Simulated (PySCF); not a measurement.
# Cu₂S: adding exact exchange

Base calculation in PySCF with density fitting and no spin–orbit coupling, PBE/def2-TZVP (no relativity): singlet, C2v, Cu–Cu 2.519 Å, S–Cu 2.101 Å (×2); Cu–Cu–S 53.2° (×2), Cu–S–Cu 73.7°; wavenumbers 133, 332, 429 cm⁻¹; dipole moment 4.06 D, gap between the highest occupied and lowest empty levels 1.33 eV, polar-tensor charge of S -0.49 e, atomisation energy (no zero-point energy) 591 kJ/mol.

Problem. What changes on going to PBE0/def2-TZVP (no relativity)?

Solution. The point group stays the same. Changes: mean bond to S 0.000 Å, highest wavenumber -2 cm⁻¹, lowest wavenumber -24 cm⁻¹, dipole moment +0.92 D, gap between the highest occupied and lowest empty levels +1.96 eV, polar-tensor charge of S -0.15 e, atomisation energy (no zero-point energy) -53 kJ/mol. The new structure has Cu–Cu 2.610 Å, S–Cu 2.101 Å (×2); Cu–Cu–S 51.6° (×2), Cu–S–Cu 76.8°, with wavenumbers 109, 345, 427 cm⁻¹.

Only the bonding shown was studied: isomers, or loss of a ligand pair, can lie lower.
